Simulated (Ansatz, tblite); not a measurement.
Forces on FeSn19H28 at its PBE-D4/def2-SVP, loosely relaxed geometry. The state is a singlet with charge 0.

In the def2 sets Sn takes a core potential; there is no spin–orbit coupling. The xTB rows come from tblite. Single mean-field runs in def2-SVP are fitted with def2-universal-jkfit. The geometry of the charge 0 singlet is only loosely relaxed. The restricted singlet is unstable towards broken spin symmetry in Hartree–Fock (as tested in another run); at PBE-D4/def2-SVP this wasn't settled. Another isomer (singlet) lies 0.14 eV lower at PBE-D4/def2-SVP; other spin states weren't run for this one.

GFN1-xTB (tblite), largest force 1.97 eV/Å:

```xyz
48
positions Å, forces eV/Å
Fe   -0.915    0.452    0.092   -0.489    0.440    1.855
Sn    1.421   -1.759   -3.876   -0.177    0.150    0.382
Sn   -3.515    5.061    0.793    0.066    0.109    0.022
Sn    4.791   -1.900   -0.704    0.072    0.057    0.140
Sn    0.213    2.550   -0.483   -0.215   -1.050    0.194
Sn    1.681   -5.276   -1.014   -0.082   -0.052    0.164
Sn   -3.277    0.934   -0.750    0.381   -0.354    0.414
Sn    0.617   -1.200    1.418   -1.266    1.017   -0.712
Sn   -2.304    1.621    3.776   -0.138   -0.020   -0.197
Sn    3.996   -0.806   -3.180    0.029   -0.204    0.141
Sn    0.922   -4.530   -3.623    0.119    0.031    0.191
Sn    4.434   -4.691   -0.878   -0.157    0.095   -0.094
Sn   -1.031    5.122   -0.567    0.133   -0.484    0.059
Sn   -4.941    3.247   -0.811    0.293   -0.136    0.118
Sn   -0.140   -0.667   -1.760    0.308    0.190   -0.298
Sn   -3.737    4.025    3.412    0.166   -0.052   -0.080
Sn    3.404   -0.671    1.432   -0.269   -0.207   -0.042
Sn    0.139    2.261    2.503   -0.430   -0.609   -1.245
Sn    0.243   -3.993    1.057    0.192    0.357    0.059
Sn   -2.667   -0.375    1.811    0.950    0.304   -0.771
H     0.762   -1.038   -5.322    0.036   -0.057    0.133
H    -4.270    6.635    0.809   -0.013   -0.107   -0.005
H     6.503   -1.565   -0.623   -0.142   -0.049   -0.099
H     1.904    2.877   -0.820   -0.343    0.097    0.158
H     1.463   -7.005   -0.939    0.066    0.143   -0.100
H    -4.114   -0.301   -1.678   -0.012    0.184    0.236
H     0.231   -1.159    3.153    0.226   -0.132   -0.341
H    -2.162    1.179    5.457    0.072    0.041    0.013
H     5.054   -1.224   -4.496   -0.173    0.342    0.129
H     3.860    0.927   -3.158    0.154   -0.288   -0.217
H     1.850   -5.349   -4.841   -0.383    0.108    0.058
H    -0.757   -4.773   -3.992    0.340   -0.075   -0.155
H     5.262   -5.313   -2.275    0.011   -0.026    0.403
H     5.140   -5.450    0.516    0.014    0.046   -0.401
H    -1.464    5.622   -2.180    0.192    0.117    0.330
H    -0.007    6.374    0.070   -0.215   -0.038   -0.314
H    -5.012    3.776   -2.467   -0.256   -0.155    0.262
H    -6.564    2.875   -0.317    0.100    0.112   -0.332
H    -3.121    5.163    4.575   -0.375   -0.129   -0.097
H    -5.429    3.814    3.757    0.301    0.209    0.133
H     3.697    1.031    1.213    0.118   -0.338    0.218
H     4.251   -1.145    2.879   -0.023    0.333   -0.232
H     0.429    3.989    2.561    0.201   -0.333    0.303
H     1.592    1.525    3.110   -0.097    0.410    0.034
H    -1.438   -4.330    0.734    0.347   -0.126    0.206
H     0.652   -4.941    2.464   -0.315    0.034   -0.292
H    -4.297    0.331    0.968    0.880   -0.100   -0.361
H    -3.348   -1.930    2.198   -0.197    0.191    0.029
```

GFN2-xTB (tblite), largest force 3.12 eV/Å:

```
Fe 0.793 -0.151 1.783
Sn -0.271 0.054 0.171
Sn 0.137 0.077 -0.092
Sn -0.019 -0.050 0.056
Sn -1.097 -2.525 0.423
Sn -0.037 0.042 0.074
Sn 2.040 -0.499 0.119
Sn -1.843 1.748 -1.608
Sn -0.230 -0.092 -0.357
Sn 0.025 0.081 0.041
Sn -0.163 0.189 0.063
Sn -0.049 -0.066 0.151
Sn 0.181 -0.023 -0.014
Sn -0.152 0.127 0.025
Sn -0.862 1.808 2.397
Sn 0.015 0.157 0.032
Sn 0.102 -0.042 -0.119
Sn -0.608 -1.289 -1.425
Sn -0.021 0.067 0.044
Sn 2.358 0.130 -1.168
H 0.038 -0.098 0.462
H 0.020 -0.142 -0.030
H -0.297 0.013 0.017
H -0.736 -0.234 0.269
H 0.007 0.293 0.026
H 0.428 0.397 0.499
H 0.023 0.062 -0.596
H 0.186 -0.049 -0.254
H -0.249 0.174 0.163
H 0.074 -0.261 -0.096
H -0.249 0.214 0.144
H 0.340 -0.015 -0.042
H -0.044 0.057 0.279
H -0.043 0.107 -0.343
H 0.205 -0.143 0.324
H -0.096 -0.375 -0.232
H -0.056 -0.333 0.278
H 0.301 -0.131 -0.273
H -0.194 -0.212 -0.104
H 0.277 0.029 0.075
H -0.072 -0.331 0.142
H -0.416 0.215 -0.315
H 0.019 -0.478 -0.040
H -0.304 0.324 -0.282
H 0.429 0.082 0.153
H -0.202 0.445 -0.372
H 0.161 0.082 -0.184
H 0.149 0.566 -0.267
```

PBE-D4/def2-SVP (Ansatz), largest force 0.06 eV/Å:

```
Fe 0.002 0.017 -0.055
Sn -0.016 -0.012 0.004
Sn -0.003 0.000 -0.005
Sn 0.002 -0.005 -0.007
Sn -0.031 -0.037 0.010
Sn 0.009 -0.002 0.006
Sn 0.013 0.003 0.004
Sn 0.002 -0.004 0.022
Sn 0.000 -0.002 -0.014
Sn -0.004 -0.001 -0.004
Sn 0.006 0.024 0.000
Sn -0.004 0.012 0.002
Sn -0.005 -0.029 0.014
Sn 0.015 0.007 0.016
Sn 0.001 0.022 0.016
Sn 0.004 0.005 -0.002
Sn 0.009 -0.016 0.004
Sn -0.048 -0.041 -0.014
Sn 0.006 -0.020 0.013
Sn -0.013 0.027 0.030
H 0.002 -0.004 0.012
H 0.001 -0.003 -0.002
H -0.001 0.002 0.001
H 0.012 0.007 0.000
H 0.000 0.001 0.000
H -0.003 0.000 -0.002
H -0.004 -0.007 -0.006
H -0.003 0.002 0.004
H -0.002 0.003 0.001
H 0.001 -0.006 0.002
H 0.001 0.000 -0.007
H 0.001 -0.003 0.003
H 0.000 -0.001 0.000
H 0.002 0.001 0.000
H -0.003 0.003 -0.015
H 0.013 0.010 0.004
H 0.000 -0.001 -0.007
H -0.003 0.002 0.001
H -0.002 -0.004 0.000
H 0.003 0.002 -0.001
H 0.007 0.006 -0.006
H -0.003 0.006 -0.008
H 0.000 0.028 0.001
H 0.016 -0.001 0.010
H 0.005 0.004 -0.004
H -0.005 0.011 -0.016
H 0.015 -0.006 0.009
H 0.001 0.002 -0.013
```
